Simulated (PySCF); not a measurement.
## B (boron, neutral) across methods

[He] 2s1 2p1 3s1, high-spin 4P determinant (an excited configuration). Calculation: PySCF 2.14, in aug-cc-pVDZ (4s3p2d, 23 functions); the non-relativistic Hamiltonian (point nucleus). The B2PLYP total includes its PT2 part (frozen core); its orbital energies are those of the SCF part.

| method | E (hartree) | mean ε 2s α (eV) | mean ε 2p α (eV) | mean ε 3s α (eV) | Σ⟨r²⟩ (bohr²) | ⟨S²⟩ |
| --- | --- | --- | --- | --- | --- | --- |
| PBE | -24.2673 | -15.353 | -9.558 | -1.848 | 43.01 | 3.750 |
| r2SCAN | -24.2977 | -15.801 | -9.951 | -1.800 | 43.14 | 3.750 |
| LC-wPBE | -24.2776 | -20.164 | -14.080 | -3.343 | 43.18 | 3.750 |
| B2PLYP | -24.2819 | -18.518 | -12.485 | -2.379 | 43.03 | 3.750 |
| B3LYP | -24.3096 | -16.541 | -10.706 | -2.032 | 42.89 | 3.750 |
| UHF | -24.23055 | -21.574 | -15.248 | -3.063 | 43.19 | 3.750 |
| LDA | -24.0067 | -15.259 | -9.404 | -1.827 | 42.83 | 3.750 |
| M06-L | -24.3007 | -15.650 | -9.925 | -1.854 | 43.96 | 3.750 |

(1) Estimate the same row for PBE0.

The outer electron is Rydberg-like, and this basis confines it to a smaller radius and binds it less than a complete one would.

Results:

(1) E (hartree) = -24.2764; mean ε 2s α (eV) = -16.999; mean ε 2p α (eV) = -11.044; mean ε 3s α (eV) = -2.224; Σ⟨r²⟩ (bohr²) = 43.06; ⟨S²⟩ = 3.750.
